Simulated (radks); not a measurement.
Results of a calculation; reference values are marked as such.
Valence configurations of Br3+ (all share [Ar]). Level of theory: scalar-relativistic Kohn-Sham, PBE, spin-polarised, spherical densities, finite nucleus; open shells are filled with parallel spins first; Fermi nuclear charge, rms radius 4.1629 fm (a radial shooting solver on a logarithmic mesh with Libxc functionals). Energies are relative to 3d10 4s2 4p2; eigenvalues in eV for spin up.

valence,E (eV),moment (Bohr magnetons),e(3d),e(4p),e(4s)
3d10 4s2 4p2,0.000,2,-105.11,-40.934,-55.249
3d10 4s1.5 4p2.5,5.604,3,-105.82,-41.667,-56.075
3d10 4s1 4p3,10.659,4,-106.48,-42.318,-56.825
3d10 4p4,28.873,2,-108.07,-42.290,-
3d9.5 4s2 4p2.5,33.064,3,-112.26,-42.549,-57.284
3d9 4s2 4p3,68.473,4,-119.53,-44.119,-59.264
3d9 4s1 4p4,83.570,4,-120.99,-44.785,-60.078

NIST lists [Ar] 3d10 4s2 4p2 as the ground configuration; this level of theory agrees among the configurations tried. The energies are those of spherical high-spin densities, not of single terms.
